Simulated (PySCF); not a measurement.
Two species compared at the same levels of theory.

First species: C5H11ClO2S.
Z-matrix (Å and degrees, GFN2-xTB geometry), rows numbered from 1:
```
C 
C   1  1.5278
C   2  1.5345  1  109.76
C   2  1.5288  1  110.15  3  -120.72
C   2  1.5215  1  109.88  3   118.33
S   5  1.8093  2  114.11  1    51.31
O   6  1.4277  5  108.12  2   157.58
O   6  1.4274  5  114.91  2    23.47
Cl  6  2.0429  5  102.24  2   -91.30
H   1  1.0875  2  109.81  3    55.95
H   1  1.0875  2  111.16  3   -63.77
H   1  1.0854  2  110.49  3   175.24
H   3  1.0873  2  110.88  1    56.44
H   3  1.0866  2  109.95  1   -63.33
H   3  1.0875  2  110.76  1   177.02
H   4  1.0881  2  110.81  1   178.13
H   4  1.0855  2  110.51  1   -61.10
H   4  1.0872  2  110.02  1    58.60
H   5  1.0873  2  112.67  1   168.58
H   5  1.0865  2  112.77  1   -66.65
```

Second species: C7H10N2O.
SMILES with atom numbers: `[CH2:1]=[CH:2][CH2:3][n:4]1[n:5][cH:6][cH:7][c:8]1[O:9][CH3:10]` (hydrogens: H11, H12 on C1; H13 on C2; H14, H15 on C3; H16 on C6; H17 on C7; H18, H19, H20 on C10)

Levels: PBE0/pcSseg-1 for dipole moment, HOMO energy, LUMO energy and HOMO–LUMO gap; GFN2-xTB for rotational constant A and rotational constant C. Geometries: GFN2-xTB. Each structure is a single optimised conformer of the isolated species, non-relativistic unless stated. Electronic properties by PySCF.

Dipoles, sizes and rotational constants follow the conformer. The torsions of the flexible species, by atom-mapped SMILES:
- `[CH3:1][C:2]([CH3:3])([CH3:4])[CH2:5][S:6](=[O:7])(=[O:8])[Cl:9]`: C1–C2–C5–S6 51°, C2–C5–S6–O7 158°
- `[CH2:1]=[CH:2][CH2:3][n:4]1[n:5][cH:6][cH:7][c:8]1[O:9][CH3:10]`: C1–C2–C3–N4 -125°, C2–C3–N4–N5 -84°, C7–C8–O9–C10 -2°

Values for the first species:

| Quantity | Value |
| --- | --- |
| Dipole moment | 4.45 D |
| HOMO energy | -8.99 eV |
| LUMO energy | -1.46 eV |
| HOMO–LUMO gap | 7.53 eV |
| Rotational constant A | 1.896 GHz |
| Rotational constant C | 0.770 GHz |

**Question.** Estimate the same properties for the second species, and the change in each.

**Answer.** 
```tsv
property	first	second	second less first
dipole moment	4.45 D	3.00 D	-1.45 D
HOMO energy	-8.99 eV	-6.36 eV	+2.63 eV
LUMO energy	-1.46 eV	0.20 eV	+1.66 eV
HOMO–LUMO gap	7.53 eV	6.56 eV	-0.97 eV
rotational constant A	1.896 GHz	1.787 GHz	-0.109 GHz
rotational constant C	0.770 GHz	0.773 GHz	+0.003 GHz
```

On the first: A dipole of 4.45 D is allowed in C1, and pure rotational transitions are dipole-allowed. The dipole equals about 14.8 × 10⁻³⁰ C·m (1 D = 3.33564 × 10⁻³⁰ C·m).

On the second: In atomic units the dipole is 1.18 e·bohr (1 au = 2.5417 D). A dipole of 3.00 D is allowed in C1, and pure rotational transitions are dipole-allowed.
